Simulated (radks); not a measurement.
The nuclear charge of the lanthanum ion La+ is varied continuously with 56 electrons held in [Xe] 5d2. All-electron calculation, Dirac Kohn-Sham, PBE, spin-unpolarised, spherical densities, point nucleus; open shells fill j = l - 1/2 first. Program: a radial shooting solver on a logarithmic mesh with Libxc functionals. By the Hellmann-Feynman theorem dE/dZ = E(electron-nucleus)/Z, the electronic potential at the nucleus.

Z,E (hartree),E(electron-nucleus)/Z (hartree),HOMO,e(HOMO) (eV),<r> HOMO (bohr)
56,-8139.2264,-353.559,5d3/2,-0.974,4.293
56.5,-8317.1345,-358.069,5d3/2,-3.589,3.331
57,-8497.2937,-362.567,5d3/2,-7.222,2.873
57.5,-8679.7012,-367.064,5d3/2,-11.561,2.589
58,-8864.3585,-371.567,5d3/2,-16.462,2.386

The central difference of E at Z = 57 is -362.567 hartree, to compare with the third column; the second derivative is -8.99 hartree.
